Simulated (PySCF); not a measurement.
2,2-difluoro-4-methyl-1,3-dioxole (C₄H₄F₂O₂), SMILES FC1(OC=C(O1)C)F. Heavy atoms are numbered as in [CH3:1][C:2]1=[CH:3][O:4][C:5]([F:6])([F:7])[O:8]1. Hydrogens are named by the atom that carries them.

Coordinates come from a PBE0-D3(BJ)/def2-SVP optimisation. Other conformers were not sampled.

Method: CAM-B3LYP/def2-TZVP (PySCF).

ESP charges are fitted to the potential on shells at 1.4 to 2.0 van der Waals radii. Atomic charges (e), one atom of each kind:

```json
[
 {"atom": "C1 (CH3)", "meta-Löwdin": "___", "ESP fit": "-0.85", "Löwdin": "-0.26"},
 {"atom": "C2", "meta-Löwdin": "0.17", "ESP fit": "0.43", "Löwdin": "-0.30"},
 {"atom": "C3 (CH)", "meta-Löwdin": "-0.01", "ESP fit": "-0.27", "Löwdin": "-0.24"},
 {"atom": "O4", "meta-Löwdin": "___", "ESP fit": "-0.22", "Löwdin": "0.28"},
 {"atom": "C5", "meta-Löwdin": "0.86", "ESP fit": "0.59", "Löwdin": "-0.75"},
 {"atom": "F6", "meta-Löwdin": "-0.28", "ESP fit": "-0.19", "Löwdin": "0.20"},
 {"atom": "O8", "meta-Löwdin": "___", "ESP fit": "-0.28", "Löwdin": "0.30"},
 {"atom": "H on C1", "meta-Löwdin": "___", "ESP fit": "0.23", "Löwdin": "0.14"},
 {"atom": "H on C3", "meta-Löwdin": "0.15", "ESP fit": "0.23", "Löwdin": "0.14"}
]
```

Q: Some entries are withheld; supply them. (An estimate is asked for; the answer gives what the named calculation found.)

A: 
- C1 (CH3), meta-Löwdin: -0.34
- O4, meta-Löwdin: -0.33
- O8, meta-Löwdin: -0.34
- H on C1, meta-Löwdin: 0.13

Q: Give the Mayer and Wiberg (Löwdin basis) orders of the bonds. (Estimate from the structure and the level; the computed values follow.)

A: 
| bond | Mayer | Wiberg |
|---|---|---|
| C1–C2 | 0.93 | 1.30 |
| C2–C3 | 1.86 | 1.91 |
| C3–O4 | 0.99 | 1.46 |
| O4–C5 | 1.14 | 1.51 |
| C5–F6 | 1.18 | 1.77 |
| C5–F7 | 1.18 | 1.77 |
| C2–O8 | 0.98 | 1.41 |
| C5–O8 | 1.14 | 1.50 |
